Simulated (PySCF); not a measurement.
C₂H₆ClFSi₂, SMILES C=C(F)[Si@H]([SiH3])Cl. Atoms are numbered in the order given.

```xyz
12

C      2.2250     0.7999     0.8108
C      1.5173     0.2658    -0.1805
F      1.9513     0.3485    -1.4551
Si    -0.1410    -0.6235    -0.0732
Si    -1.7276     0.5049    -1.3726
Cl    -0.7489    -0.5946     1.9135
H      1.8557     0.7262     1.8348
H      3.1724     1.3107     0.6177
H      0.0289    -2.0441    -0.4935
H     -3.0609    -0.1518    -1.2250
H     -1.8063     1.9188    -0.8989
H     -1.3135     0.4781    -2.8079
```

Geometry optimised at PBE0-D3(BJ)/def2-SVP. The structure was generated by enumeration; whether it is a known compound was not checked. Other conformers were not sampled.

All values below come from PySCF with PBE/pcSseg-1.

GIAO shieldings, no solvent; atoms listed in one row are averaged. δ = σ(ref) − σ: ¹³C against TMS (σ = 182.0 ppm); ¹⁹F against CFCl3 (σ = 133.6 ppm); ²⁹Si against TMS (σ = 335.4 ppm); ³⁵Cl against HCl (σ = 936.5 ppm); ¹H against TMS (σ = 31.49 ppm), references at their B3LYP-D3(BJ)/def2-TZVP geometries, non-relativistic (without spin–orbit terms, shifts of atoms bonded to Cl or Br come out too high).

Task: Estimate the chemical shifts. (The exact figures need the calculation; the answer reports its results.)

Result: 
```tsv
nucleus	atoms	count	δ (ppm)
¹³C	C2	1	178.0
¹³C	C1	1	114.7
¹⁹F	F3	1	-116.6
²⁹Si	Si4	1	-12.8
²⁹Si	Si5	1	-105.1
³⁵Cl	Cl6	1	-38.3
¹H	H8	1	6.01
¹H	H9	1	5.94
¹H	H7	1	5.82
¹H	H10, H11, H12	3	3.97
```
